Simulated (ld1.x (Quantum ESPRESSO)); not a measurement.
**Configuration tests for O (Z = 8) (PAW)**

ld1.x (Quantum ESPRESSO) 7.5 input, shortened:

```
&input
   title='O', zed=8., rel=0, dft='BP', iswitch=3,
   config='[He] 2s1.75 2p4.25'
 /
 &inputp
   pseudotype=3, lpaw=.true., tm=.true., lloc=-1, rcloc=1.25,
   nlcc=.false.,
   which_augfun='BESSEL', rmatch_augfun=0.55
 /
4
2S  1  0   1.75   0.00  0.55  0.70  0.0
2S  1  0   0.00   3.40  0.55  0.70  0.0
2P  2  1   4.25   0.00  1.05  1.45  0.0
2P  2  1   0.00   1.25  1.05  1.45  0.0
 &test
   configts(1)='2s1.75 2p4.25'
 /
```

Energies are relative to the spin-unpolarised reference configuration 2s1.75 2p4.25; without spin polarisation the order of configurations can differ from experiment.

```csv
valence configuration,charge,ΔE all-electron (eV),error AE − PS (meV)
2s2 2p4,0,-3.720,+0.3
2s2 2p3,+1,12.809,+2.8
2s1 2p5,0,11.173,+1.9
2s2 2p4.3,-0.3,-5.874,+0.1
2s1 2p4,+1,27.989,-0.2
2s2 2p3.5,+0.5,2.616,+1.2
```

Q: What are ΔE and the potential's error for 2s2 2p2?

A: ΔE = 46.484 eV all-electron; the error (AE − PS) is +9.3 meV.
